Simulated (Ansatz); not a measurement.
Start from `C[NH][Al]([CH3])[F]` and change one atom or group to get `C#[C][Al]([CH3])[F]`.

Ansatz, PBE0-D4/def2-TZVP geometries, multiplicity 1. Each molecule was computed in one conformer, which needn't be the lowest.

| property | `C[NH][Al]([CH3])[F]` |
| --- | --- |
| HOMO energy (PBE0/def2-TZVPP) / eV | -6.84 |
| HOMO–LUMO gap (B3LYP/def2-TZVPP) / eV | 6.38 |
| size of the dipole moment (PBE/def2-TZVPP) / D | 2.01 |
| HOMO–LUMO gap (PBE/def2-TZVPP) / eV | 4.77 |
| HOMO–LUMO gap (ωB97M-V/def2-TZVPP) / eV | 10.68 |
| LUMO energy (ωB97M-V/def2-TZVPP) / eV | 1.49 |

What does the change do to each property? (Best estimate.)

The calculation gave: 
```
                                      property  `C#[C][Al]([CH3])[F]`  shift
            HOMO energy (PBE0/def2-TZVPP) / eV                  -8.32  -1.48
         HOMO–LUMO gap (B3LYP/def2-TZVPP) / eV                   6.66   0.28
size of the dipole moment (PBE/def2-TZVPP) / D                   1.90  -0.11
           HOMO–LUMO gap (PBE/def2-TZVPP) / eV                   5.10   0.33
       HOMO–LUMO gap (ωB97M-V/def2-TZVPP) / eV                  11.16   0.48
         LUMO energy (ωB97M-V/def2-TZVPP) / eV                   0.58  -0.91
```

With PBE0 the HOMO falls by 1.48 eV and the LUMO falls by 1.23 eV, so the gap widens by about 0.25 eV. PBE moves the HOMO by -1.58 eV and ωB97M-V by -1.39 eV. Dipoles are sizes alone; their direction can turn.

B3LYP here is the variant with VWN-RPA as its local correlation; programs differ in this.
